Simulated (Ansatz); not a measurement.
Relaxation of ClHInLi (4 atoms, charge 0, multiplicity 1), to a largest force component of 0.02 eV/Å in at most 40 steps.

Level of theory: RKS B3LYP/def2-SVP (Ansatz 0.2.0).

```xyz
4
Properties=species:S:1:pos:R:3
Li -1.884 1.039 -1.564
In 0.013 0.054 0.029
Cl 0.782 -2.157 0.297
H 1.089 1.064 1.237
```

Task: Where does it end, and by what steps?

Result: The forces met the threshold. The force dipped under the threshold on the way, but the program's further checks kept it going. After 7 steps the energy has fallen by 0.148 eV; In2 moved furthest, 0.32 Å.

| step | energy less start (eV) | largest force component (eV/Å) | accepted |
| --- | --- | --- | --- |
| 0 | 0.0000 | 1.498 | yes |
| 1 | -0.0575 | 0.787 | yes |
| 2 | -0.1337 | 0.279 | yes |
| 3 | -0.1427 | 0.094 | yes |
| 4 | -0.1477 | 0.033 | yes |
| 5 | -0.1481 | 0.011 | yes |
| 6 | -0.1484 | 0.004 | yes |
| 7 | -0.1485 | 0.003 | yes |

```xyz
4
Properties=species:S:1:pos:R:3
Li -1.872 0.727 -1.614
In 0.075 0.350 0.141
Cl 0.579 -2.066 0.126
H 1.218 0.988 1.346
```

Whether the end is a true minimum wasn't checked by a vibrational analysis.

The run took 20 s on 1 thread of Arm Neoverse V2, with other jobs on the host, peak memory 0.13 GiB.
